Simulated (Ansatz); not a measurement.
Which is lower?

The two ends of one reaction step of AlH3BrCl, singlet (PBE0-D4/def2-TZVP).

A:

```xyz
6
angstrom
Al -0.7391 -0.3901 -0.0583
Cl 1.3227 0.8421 -1.0346
H -0.5322 -1.7901 -0.7525
H -1.8499 0.6600 -0.4429
H 1.6681 0.8701 0.2141
Br 0.1303 -0.1920 2.0740
```

B:

```
atom    x (Å)    y (Å)    z (Å)
 Al1  -0.5930  -0.2384  -0.6375
 Cl2   1.0768   0.7686  -1.4999
  H3  -0.5769  -1.8142  -0.7136
  H4  -1.8907   0.6284  -0.4049
  H5   1.5416   0.6624   1.3188
 Br6   0.4423  -0.0069   1.9370
```

Program: Ansatz 0.2.0. Basis: def2-TZVPP. Cores are frozen in the correlated methods. Filled d shells of the heavier atoms are correlated. The def2 sets are not built for correlating such inner shells, so the correlated values are less sure here. B3LYP uses VWN-RPA correlation.

Q: Which structure is lower at CCSD(T), and by how much? (Judge from chemistry; the value comes from the calculation.)

A: Computed: A, by 0.019 eV (electronic energy, against the other); a gap this small isn't resolved in one triple-zeta basis. By their contacts, A is AlH₃BrCl ([ClH][AlH2][Br]) and B is AlH₃BrCl ([Cl][AlH2][BrH]).

Q: Do the other methods give the same order? (A judgement: the text doesn't fix the answer.)

A: By the calculation: Not all: B97M-V gives the other order.

| method | E(B) − E(A) (eV) |
| --- | --- |
| SPW92 | 0.079 |
| PBE-D4 | 0.046 |
| BLYP-D4 | 0.011 |
| r2SCAN-D4 | 0.032 |
| B97M-V | -0.023 |
| PBE0-D4 | 0.048 |
| B3LYP-D4 | 0.016 |
| r2SCAN0-D4 | 0.039 |
| BHLYP-D4 | 0.019 |
| CAM-B3LYP-D4 | 0.013 |
| wB97X-V | 0.019 |
| wB97M-V | 0.031 |
| B2PLYP | 0.020 |
| PBE-QIDH | 0.046 |
| RPA on PBE | 0.000 |
| HF | 0.001 |
| MP2 | 0.032 |
| CCSD | 0.010 |
| CCSD(T) | 0.019 |

T1 diagnostic: at most 0.007.

Labels in which every atom is bracketed show which atoms are joined, not bond orders.

For scale, one of the runs: CCSD(T)/def2-TZVPP, 174 basis functions (an equivalent command: `ansatz run in.yaml --threads 2`). The run took 33 s on 2 CPU threads (shared host), with 1.5 GiB of host memory at its peak.
